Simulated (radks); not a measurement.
Results of a calculation; reference values are marked as such.
Question: Radial electron density D(r) = 4 pi r^2 rho(r) of an atom or ion with 43 electrons. Level of theory: Dirac Kohn-Sham, PBEsol, spin-unpolarised, spherical densities, point nucleus (a radial shooting solver on a logarithmic mesh with Libxc functionals).

| r (bohr) | D(r) (e/bohr) |
|---|---|
| 0.001013 | 2.671 |
| 0.001319 | 4.169 |
| 0.001731 | 6.522 |
| 0.002254 | 9.929 |
| 0.002935 | 14.85 |
| 0.003852 | 21.93 |
| 0.005016 | 31.04 |
| 0.006584 | 42.60 |
| 0.008573 | 54.99 |
| 0.01125 | 66.84 |
| 0.01465 | 74.47 |
| 0.01908 | 75.81 |
| 0.02504 | 71.23 |
| 0.03261 | 66.72 |
| 0.0428 | 70.75 |
| 0.05574 | 84.88 |
| 0.07316 | 97.07 |
| 0.09526 | 91.16 |
| 0.124 | 74.63 |
| 0.1628 | 72.88 |
| 0.212 | 83.04 |
| 0.2783 | 69.80 |
| 0.3624 | 38.68 |
| 0.4756 | 27.97 |
| 0.6193 | 30.73 |
| 0.8064 | 20.54 |
| 1.059 | 6.325 |
| 1.378 | 0.8795 |
| 1.809 | 0.04157 |
| 2.356 | 0.0006027 |

What is the nuclear charge?

Answer: Z = 57. The innermost maximum, from 1s, lies near gamma/Z bohr with gamma = sqrt(1 - (Z/c)^2) = 0.909, here 0.016 bohr (found: 0.0176), and its height grows with Z. The density is that of the lanthanum ion La14+ in [Kr] 4d7; the configuration itself is not fixed sharply by these data, and Z only to a few units. D(r) has 4 maxima, at r = 0.0176, 0.0774, 0.219, 0.595 bohr, and minima at 0.0342, 0.144, 0.461 bohr, inside which lie 2.03, 11.17, 29.12 electrons.
